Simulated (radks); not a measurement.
Question: These are the eigenvalues of the occupied orbitals of an atom or ion with whole-number occupations (eV). All-electron calculation, scalar-relativistic Kohn-Sham, LDA (Slater exchange, Perdew-Wang correlation), spin-polarised, spherical densities, finite nucleus; Fermi nuclear charge, rms radius of each element as measured or else 0.836 A^(1/3) + 0.57 fm. Program: a radial shooting solver on a logarithmic mesh with Libxc functionals.

orbital  eigenvalue
1s up     -80747.52
1s down   -80747.51
2s up     -14308.24
2s down   -14307.88
2p up     -12388.82
2p down   -12388.52
3s up     -3430.778
3s down   -3430.589
3p up     -2873.771
3p down   -2873.571
3d up     -2276.493
3d down   -2276.211
4s up     -799.1899
4s down   -798.8092
4p up     -616.3677
4p down   -615.9840
4d up     -396.4865
4d down   -396.0327
5s up     -178.7829
5s down   -176.4212
4f up     -152.1545
4f down   -151.5349
5p up     -129.2092
5p down   -126.4326
5d up      -71.8354
5d down    -68.8093

Which element is it, and in what charge state? The configuration may be excited. Open shells, if any, are filled with parallel spins first.

Answer: Z = 79, gold, charge +5: Au5+ in [Xe] 4f14 5d6. The list shows which subshells hold electrons but not how many an open one holds; the 1s level, -2967.4 hartree, gives Z - s = 77.0 by -(Z - s)^2/2, which with screening and relativity narrows Z to a few neighbours, and the depths of the outer levels then fix element, charge and occupations together.
